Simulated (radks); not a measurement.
Species: the bromine ion Br+. Configuration: [Ar] 3d10 4s2 4p4. Method: Dirac Kohn-Sham, revPBE, spin-unpolarised, spherical densities, finite nucleus; open shells fill j = l - 1/2 first; Fermi nuclear charge, rms radius 4.1629 fm; computed with a radial shooting solver on a logarithmic mesh with Libxc functionals.

Unscreened Slater integrals over Kohn-Sham orbitals (eV). Large and small components are both included.

| integral | value |
|---|---|
| F0(4p3/2,4p3/2) | 12.452 |
| F2(4p3/2,4p3/2) | 6.5004 |
| F0(4p3/2,4p1/2) | 12.568 |
| G2(4p3/2,4p1/2) | 6.5552 |
| F0(4p3/2,4s1/2) | 13.533 |
| G1(4p3/2,4s1/2) | 8.9059 |
| F0(4p3/2,3d5/2) | 16.280 |
| F2(4p3/2,3d5/2) | 3.2657 |
| G1(4p3/2,3d5/2) | 1.0858 |
| G3(4p3/2,3d5/2) | 0.99430 |
| F0(4p1/2,4p1/2) | 12.688 |
| F0(4p1/2,4s1/2) | 13.687 |
| G1(4p1/2,4s1/2) | 9.1028 |
| F0(4p1/2,3d5/2) | 16.563 |
| G3(4p1/2,3d5/2) | 1.0414 |
| F0(4s1/2,4s1/2) | 14.991 |
| F0(4s1/2,3d5/2) | 19.146 |
| G2(4s1/2,3d5/2) | 1.6376 |
| F0(3d5/2,3d5/2) | 42.249 |
| F2(3d5/2,3d5/2) | 20.193 |
| F4(3d5/2,3d5/2) | 12.696 |
